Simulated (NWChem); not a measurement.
System: GaSiH$_{5}$; SMILES [SiH3][GaH2]

Here is an NWChem input.

```
start job
memory heap 200 mb stack 900 mb global 1100 mb
geometry units angstroms
  Ga     0.016124    -0.344896    -0.637030
  H     -1.217048    -0.598546    -1.649904
  H      1.300512    -1.025479    -1.342843
  Si    -0.037974     0.800648     1.477216
  H     -0.041876     2.269657     1.330512
  H      1.137136     0.455419     2.301980
  H     -1.235953     0.447235     2.264450
end
basis spherical
  * library def2-svp
end
dft
  xc pbe0
  iterations 150
end
driver
  maxiter 120
end
task dft optimize
task dft freq
```

Excerpt of the output:

```
             Northwest Computational Chemistry Package (NWChem) 7.3.0
             --------------------------------------------------------

 C1  symmetry detected

                             Geometry "geometry" -> ""
                             -------------------------

 Output coordinates in angstroms (scale by  1.889725989 to convert to a.u.)

  No.       Tag          Charge          X              Y              Z
 ---- ---------------- ---------- -------------- -------------- --------------
    1 Ga                  31.0000    -0.00040853     0.81175888     0.00035926
    2 H                    1.0000    -1.28251321     1.79520817    -0.00022296
    3 H                    1.0000     1.28936655     1.78515376    -0.00025398
    4 Si                  14.0000    -0.00050433    -1.59349241     0.00043810
    5 H                    1.0000    -0.26791025    -2.16421296     1.33546501
    6 H                    1.0000     1.30347100    -2.12768507    -0.44068407
    7 H                    1.0000    -1.02268888    -2.14409536    -0.91157449

 Effective nuclear repulsion energy (a.u.)     151.6450881098

                                Z-matrix (autoz)
                                --------

 Units are Angstrom for bonds and degrees for angles

[...]

      ----------------------
      Optimization converged
      ----------------------

  Step       Energy      Delta E   Gmax     Grms     Xrms     Xmax
  ---- ---------------- -------- -------- -------- -------- --------
@    8   -2216.59907944 -7.5D-08  0.00007  0.00002  0.00042  0.00091
                                     ok       ok       ok       ok

                                Z-matrix (autoz)
                                --------

 Units are Angstrom for bonds and degrees for angles

[...]

 Rotational Constants
 --------------------
 A=   1.759922 cm-1  (  2.532079 K)
 B=   0.121265 cm-1  (  0.174469 K)
 C=   0.118112 cm-1  (  0.169932 K)

 Temperature                      =   298.15K
 frequency scaling parameter      =   1.0000

 Zero-Point correction to Energy  =   23.155 kcal/mol  (  0.036900 au)
 Thermal correction to Energy     =   26.011 kcal/mol  (  0.041451 au)
 Thermal correction to Enthalpy   =   26.603 kcal/mol  (  0.042395 au)

 Total Entropy                    =   68.714 cal/mol-K
   - Translational                =   39.758 cal/mol-K (mol. weight = 101.9418)
   - Rotational                   =   23.664 cal/mol-K (symmetry #  =        1)
   - Vibrational                  =    5.292 cal/mol-K

 Cv (constant volume heat capacity) =   15.165 cal/mol-K
   - Translational                  =    2.979 cal/mol-K
   - Rotational                     =    2.979 cal/mol-K
   - Vibrational                    =    9.206 cal/mol-K

[normal modes left out]

 ----------------------------------------------------------------------------
 Normal Eigenvalue ||           Projected Infra Red Intensities
  Mode   [cm**-1]  || [atomic units] [(debye/angs)**2] [(KM/mol)] [arbitrary]
 ------ ---------- || -------------- ----------------- ---------- -----------
    1      -21.009 ||    0.000211           0.005         0.206       0.033
    2       -0.000 ||    0.000000           0.000         0.000       0.000
    3        0.000 ||    0.000005           0.000         0.004       0.001
    4        0.000 ||    0.000004           0.000         0.004       0.001
    5        0.000 ||    0.000007           0.000         0.007       0.001
    6        0.000 ||    0.000015           0.000         0.015       0.002
    7        0.000 ||    0.000008           0.000         0.008       0.001
    8      319.488 ||    0.020756           0.479        20.234       3.220
    9      332.329 ||    0.012780           0.295        12.458       1.983
   10      377.993 ||    0.039620           0.914        38.624       6.146
   11      541.637 ||    0.001093           0.025         1.066       0.170
   12      592.869 ||    0.048574           1.121        47.352       7.535
   13      747.874 ||    0.369469           8.524       360.177      57.315
   14      866.300 ||    0.106340           2.453       103.666      16.496
   15      930.225 ||    0.038304           0.884        37.340       5.942
   16      939.127 ||    0.044045           1.016        42.937       6.833
   17     1955.833 ||    0.175273           4.044       170.865      27.190
   18     1961.322 ||    0.249408           5.754       243.135      38.690
   19     2200.411 ||    0.064596           1.490        62.971      10.021
   20     2215.287 ||    0.083814           1.934        81.706      13.002
   21     2224.263 ||    0.099390           2.293        96.890      15.418
 ----------------------------------------------------------------------------

 ===============================================================================
      Negative Nuclear Hessian Mode    1  Eigenvalue =    -21.01 cm**(-1)
 -------------------------------------------------------------------------------
   Raw step length:  0.527 angstroms ;  The Raw step for this mode is:
    1 Ga                  31.0000    -0.00048957    -0.00006151    -0.00002125
    2 H                    1.0000     0.01289909     0.02915201    -0.28103768
    3 H                    1.0000     0.01267365    -0.02928603     0.29826470
    4 Si                  14.0000    -0.00145540     0.00013842    -0.00185798
    5 H                    1.0000     0.20030875     0.01807899     0.04764772
    6 H                    1.0000    -0.04321411     0.02166580    -0.16276916
    7 H                    1.0000    -0.10878365    -0.03924669     0.15092508

  Geometry after  100.0% step for mode  1; Step length =  0.527 angstroms
   Maximum component (any atom: x,y, or z) displacement:  0.564
    1 Ga                  31.0000     0.00791750     0.86206798    -0.00404726
    2 H                    1.0000    -1.34173725     1.68030061    -0.26517414
    3 H                    1.0000     1.36047500     1.66002214     0.31864109
    4 Si                  14.0000     0.01282582    -1.55418882    -0.02881833
    5 H                    1.0000    -0.07505561    -2.03486846     1.40581804
    6 H                    1.0000     1.28475041    -2.11067356    -0.61394302
    7 H                    1.0000    -1.15842478    -2.13958390    -0.77779809

  Geometry after -100.0% step for mode  1; Step length =  0.527 angstroms
   Maximum component (any atom: x,y, or z) displacement:  0.564
    1 Ga                  31.0000     0.00889665     0.86219100    -0.00400475
    2 H                    1.0000    -1.36753543     1.62199660     0.29690122
    3 H                    1.0000     1.33512769     1.71859420    -0.27788831
    4 Si                  14.0000     0.01573663    -1.55446566    -0.02510236
    5 H                    1.0000    -0.47567310    -2.07102644     1.31052260
    6 H                    1.0000     1.37117863    -2.15400516    -0.28840469
    7 H                    1.0000    -0.94085748    -2.06109052    -1.07964826

  Geometry after   50.0% step for mode  1; Step length =  0.263 angstroms
   Maximum component (any atom: x,y, or z) displacement:  0.282
    1 Ga                  31.0000     0.00816229     0.86209873    -0.00403663
    2 H                    1.0000    -1.34818679     1.66572461    -0.12465530
    3 H                    1.0000     1.35413817     1.67466515     0.16950874
    4 Si                  14.0000     0.01355352    -1.55425803    -0.02788934
    5 H                    1.0000    -0.17520998    -2.04390795     1.38199418
    6 H                    1.0000     1.30635747    -2.12150646    -0.53255844
    7 H                    1.0000    -1.10403296    -2.11996055    -0.85326064

  Geometry after  -50.0% step for mode  1; Step length =  0.263 angstroms
   Maximum component (any atom: x,y, or z) displacement:  0.282
    1 Ga                  31.0000     0.00865186     0.86216024    -0.00401538
    2 H                    1.0000    -1.36108588     1.63657260     0.15638238
    3 H                    1.0000     1.34146452     1.70395118    -0.12875596
    4 Si                  14.0000     0.01500893    -1.55439645    -0.02603135
    5 H                    1.0000    -0.37551873    -2.06198694     1.33434646
    6 H                    1.0000     1.34957158    -2.14317226    -0.36978928
    7 H                    1.0000    -0.99524931    -2.08071387    -1.00418572

  Geometry after   35.5% step for mode  1; Step length =  0.187 angstroms
   Maximum component (any atom: x,y, or z) displacement:  0.200
    1 Ga                  31.0000     0.00823336     0.86210766    -0.00403355
    2 H                    1.0000    -1.35005926     1.66149283    -0.08385912
    3 H                    1.0000     1.35229843     1.67891639     0.12621184
    4 Si                  14.0000     0.01376479    -1.55427812    -0.02761963
    5 H                    1.0000    -0.20428733    -2.04653235     1.37507751
    6 H                    1.0000     1.31263055    -2.12465153    -0.50893043
    7 H                    1.0000    -1.08824163    -2.11426340    -0.87516932

  Geometry after  -35.5% step for mode  1; Step length =  0.187 angstroms
   Maximum component (any atom: x,y, or z) displacement:  0.200
    1 Ga                  31.0000     0.00858080     0.86215131    -0.00401846
    2 H                    1.0000    -1.35921342     1.64080439     0.11558620
    3 H                    1.0000     1.34330426     1.69969995    -0.08545906
    4 Si                  14.0000     0.01479766    -1.55437635    -0.02630106
    5 H                    1.0000    -0.34644138    -2.05936255     1.34126313
    6 H                    1.0000     1.34329850    -2.14002719    -0.39341728
    7 H                    1.0000    -1.01104063    -2.08641102    -0.98227703

  Geometry after   17.7% step for mode  1; Step length =  0.093 angstroms
   Maximum component (any atom: x,y, or z) displacement:  0.100
    1 Ga                  31.0000     0.00832022     0.86211858    -0.00402977
    2 H                    1.0000    -1.35234780     1.65632072    -0.03399779
    3 H                    1.0000     1.35004989     1.68411228     0.07329412
    4 Si                  14.0000     0.01402301    -1.55430268    -0.02728999
    5 H                    1.0000    -0.23982584    -2.04973990     1.36662391
    6 H                    1.0000     1.32029753    -2.12849544    -0.48005215
    7 H                    1.0000    -1.06894138    -2.10730031    -0.90194625

  Geometry after  -17.7% step for mode  1; Step length =  0.093 angstroms
   Maximum component (any atom: x,y, or z) displacement:  0.100
    1 Ga                  31.0000     0.00849394     0.86214040    -0.00402223
    2 H                    1.0000    -1.35692488     1.64597650     0.06572487
    3 H                    1.0000     1.34555280     1.69450406    -0.03254133
    4 Si                  14.0000     0.01453944    -1.55435180    -0.02663071
    5 H                    1.0000    -0.31090287    -2.05615500     1.34971672
    6 H                    1.0000     1.33563151    -2.13618328    -0.42229557
    7 H                    1.0000    -1.03034088    -2.09337412    -0.95550010
```

Level: PBE0/def2-SVP.
